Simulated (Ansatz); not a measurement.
Start from `Cl[SiH2]S[SiH2]Cl` and change one atom or group to get `FCS[SiH2]Cl`.

Ansatz, PBE0-D4/def2-TZVP geometries, multiplicity 1. Each molecule was computed in one conformer, which needn't be the lowest.

```
                                        property  `Cl[SiH2]S[SiH2]Cl`
size of the dipole moment (B3LYP/def2-TZVPP) / D                 0.59
             HOMO–LUMO gap (PBE/def2-TZVPP) / eV                 5.47
              LUMO energy (PBE0/def2-TZVPP) / eV                -0.54
           LUMO energy (ωB97M-V/def2-TZVPP) / eV                 1.29
              HOMO energy (PBE0/def2-TZVPP) / eV                -8.08
           HOMO–LUMO gap (B3LYP/def2-TZVPP) / eV                 7.13
```

**Question.** What does the change do to each property? (An estimate is asked.)

**Answer.** The calculation gave: 
| property | `FCS[SiH2]Cl` | shift |
| --- | --- | --- |
| size of the dipole moment (B3LYP/def2-TZVPP) / D | 0.63 | 0.04 |
| HOMO–LUMO gap (PBE/def2-TZVPP) / eV | 5.32 | -0.15 |
| LUMO energy (PBE0/def2-TZVPP) / eV | -0.39 | 0.15 |
| LUMO energy (ωB97M-V/def2-TZVPP) / eV | 1.50 | 0.21 |
| HOMO energy (PBE0/def2-TZVPP) / eV | -7.86 | 0.22 |
| HOMO–LUMO gap (B3LYP/def2-TZVPP) / eV | 7.01 | -0.12 |

With PBE0 the HOMO rises by 0.22 eV and the LUMO rises by 0.15 eV, so the gap narrows by about 0.07 eV. PBE moves the HOMO by 0.25 eV and ωB97M-V by 0.18 eV. Dipoles are sizes alone; their direction can turn.

B3LYP here is the variant with VWN-RPA as its local correlation; programs differ in this.
